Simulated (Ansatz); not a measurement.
Li₁₀⁻ (started as a model of: Li10 tetrahedron). The state is a doublet with charge -1. Geometry B3LYP/def2-TZVP, that of the neutral singlet; atoms count from 1.

```xyz
10

Li    0.196    3.761    0.621
Li   -1.404    1.101    0.917
Li   -3.285   -1.341    1.396
Li    1.426    0.924    1.075
Li   -0.165   -1.403    1.426
Li    2.920   -1.736    1.744
Li    0.168    1.403   -1.428
Li   -1.422   -0.923   -1.076
Li    1.407   -1.102   -0.919
Li    0.159   -0.683   -3.755
```

The charge -1 doublet is spin-contaminated (final ⟨S²⟩ up to 1.40, 0.75 for a pure state).

(1) Estimate the Mulliken populations from the PBE0/def2-TZVPD orbitals of Ansatz.

(2) Where does the spin sit?

(3) And the Mayer bond orders between bonded heavy atoms (over 0.3)?

Answers

(1) 
```json
{"atom": "Li1", "charge (e)": "-0.33", "spin (α − β)": "0.13"}
{"atom": "Li2", "charge (e)": "0.01", "spin (α − β)": "0.19"}
{"atom": "Li3", "charge (e)": "-0.25", "spin (α − β)": "0.15"}
{"atom": "Li4", "charge (e)": "0.05", "spin (α − β)": "0.03"}
{"atom": "Li5", "charge (e)": "0.02", "spin (α − β)": "0.34"}
{"atom": "Li6", "charge (e)": "-0.27", "spin (α − β)": "-0.25"}
{"atom": "Li7", "charge (e)": "0.06", "spin (α − β)": "0.07"}
{"atom": "Li8", "charge (e)": "0.01", "spin (α − β)": "0.19"}
{"atom": "Li9", "charge (e)": "0.04", "spin (α − β)": "0.03"}
{"atom": "Li10", "charge (e)": "-0.33", "spin (α − β)": "0.13"}
```
Mulliken values and Mayer orders depend strongly on the basis. With diffuse functions, as here, like atoms can get unlike values, and bond orders can come out too low or too high.

(2) Summed by element: Li 1.00, of 1 unpaired in all. Largest on single atoms: Li5 0.34, Li6 -0.25, Li2 0.19.

(3) Li1–Li2 0.34 (3.12 Å); Li2–Li3 0.34 (3.12 Å); Li3–Li5 0.33 (3.12 Å); Li4–Li6 0.33 (3.12 Å); Li5–Li6 0.33 (3.12 Å); Li8–Li10 0.34 (3.12 Å). Values over 0.3 also appear between atoms too far apart for a bond (Li1–Li4 0.31 at 3.13 Å; Li1–Li7 0.36 at 3.12 Å; Li3–Li8 0.34 at 3.12 Å; Li6–Li9 0.33 at 3.13 Å; Li7–Li10 0.36 at 3.12 Å; Li9–Li10 0.31 at 3.13 Å); they arise where an orbital or an unpaired electron spreads over both atoms.
